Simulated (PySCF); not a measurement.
## Peak assignment

Molfile (atoms numbered from 1):
```
C3H6N2O2Si
     RDKit          3D

 14 14  0  0  0  0  0  0  0  0999 V2000
   -1.6615    1.3870   -0.3891 Si  0  0  0  0  0  4  0  0  0  0  0  0
   -1.7121   -0.2401   -0.3472 O   0  0  0  0  0  0  0  0  0  0  0  0
   -0.7302   -1.1721   -0.6491 C   0  0  0  0  0  0  0  0  0  0  0  0
    0.5848   -0.8517   -0.0343 C   0  0  0  0  0  0  0  0  0  0  0  0
    1.2384    0.3285   -0.2523 N   0  0  0  0  0  0  0  0  0  0  0  0
    2.3083    0.1959    0.4593 C   0  0  0  0  0  0  0  0  0  0  0  0
    2.3698   -0.9701    1.0917 O   0  0  0  0  0  0  0  0  0  0  0  0
    1.2383   -1.6453    0.7651 N   0  0  0  0  0  0  0  0  0  0  0  0
   -1.1522    1.8805   -1.6678 H   0  0  0  0  0  0  0  0  0  0  0  0
   -3.0860    1.6126   -0.1948 H   0  0  0  0  0  0  0  0  0  0  0  0
   -0.8525    1.9434    0.6969 H   0  0  0  0  0  0  0  0  0  0  0  0
   -0.5910   -1.2222   -1.7391 H   0  0  0  0  0  0  0  0  0  0  0  0
   -1.0591   -2.1506   -0.2840 H   0  0  0  0  0  0  0  0  0  0  0  0
    3.1044    0.9037    0.5726 H   0  0  0  0  0  0  0  0  0  0  0  0
  1  2  1  0
  2  3  1  0
  3  4  1  0
  4  5  1  0
  5  6  2  0
  6  7  1  0
  7  8  1  0
  8  4  2  0
  1  9  1  0
  1 10  1  0
  1 11  1  0
  3 12  1  0
  3 13  1  0
  6 14  1  0
M  END
```

Theoretical values (PySCF 2.14.0 with density-fitted response routines): σ from GIAO-PBE0/pcSseg-1, GFN2-xTB structure. One conformer, averaged over atoms made equivalent by symmetry, fast rotation or ring inversion, non-relativistic, isolated molecule.

Shifts are taken against calculated references (same method and geometry level): TMS for $^{13}$C (σ = 186.93 ppm) and $^{1}$H (σ = 31.72 ppm).

(1) Assign these signals to the numbered atoms. $^{13}$C{$^{1}$H} NMR (computed): δ 173.1, 171.9, 61.1.

(2) Assign these signals to the numbered atoms. $^{1}$H NMR (300 MHz, computed): δ 8.75 (s, 1H), 5.30 (s, 2H), 4.96 (s, 3H).

## Answers

(1) 
173.1 → C4, substituted aromatic carbon next to a ring nitrogen
171.9 → C6, aromatic CH between two ring heteroatoms
61.1 → C3, sp3 CH2 bonded to O, on an aromatic ring: pulled downfield by the heteroatom

C4 and C6 lie closer than the usual error of such a calculation, so a measured spectrum could show them in the other order.

(2) 
8.75 → H14, hydrogen on an aromatic CH between two ring heteroatoms: the ring current deshields protons in the ring plane
5.30 → H12/H13, hydrogen on an sp3 CH2 bonded to O, on an aromatic ring: its carbon carries O, hence the downfield position
4.96 → H9/H10/H11, hydrogen on a silicon bonded to O

Shifts are as computed. Against solution values, carbons near 30 ppm lie about +3 ppm off and those near 130 ppm about +5 ppm. Of 1211 compounds with measured shifts, 218 miss one by over three times the rms of a fit or turn the order of signals round; such compounds aren't used in these exercises. No couplings were computed; multiplicities are counted from neighbouring protons, with m where these are inequivalent, close in shift, in a saturated or five-membered ring or joined by F or P, and br s for small geminal =CH2 splittings.
